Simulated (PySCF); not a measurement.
# Bond curve of SiI⁺

Set-up: Si cc-pV(D+d)Z, I cc-pVDZ-PP with ECP28; scalar-relativistic core potentials (PySCF 2.14). Energies in eV from Si⁺ + I in their ground configurations at the same level. State: ¹Σ⁺ (singlet), closed shell.

```
R (Å)    PBE0
2.008  -2.783
2.102  -3.576
2.195  -4.003
2.265  -4.150
2.335  -4.187
2.405  -4.139
2.498  -3.980
2.615  -3.680
2.755  -3.235
2.942  -2.588
```

Task: Put a parabola through the three lowest points of the PBE0 curve and estimate Re, k and ωe (reduced mass 22.92 u; 1 eV/Å² = 0.16022 mdyn/Å; ωe = 1302.8·√(k/μ) cm⁻¹).

Result: Through R = 2.265, 2.335, 2.405 Å the second-order coefficient is 8.67 eV/Å², so Re ≈ 2.330 Å, k ≈ 2.78 mdyn/Å and ωe ≈ 454 cm⁻¹. A polynomial fit of higher order to the unrounded PBE0 energies gives Re = 2.327 Å, k = 2.81 mdyn/Å, ωe = 456 cm⁻¹; anharmonicity and rounding make the difference.

The higher-order fit for each curve: PBE0: Re = 2.327 Å, ωe = 456 cm⁻¹, De = 4.19 eV.

Spin–orbit coupling is left out, which matters for elements this heavy, above all for dissociation energies. For an ion De counts to the pair picked by the measured ionisation energies or electron affinities, which need not be the lowest pair at this level.
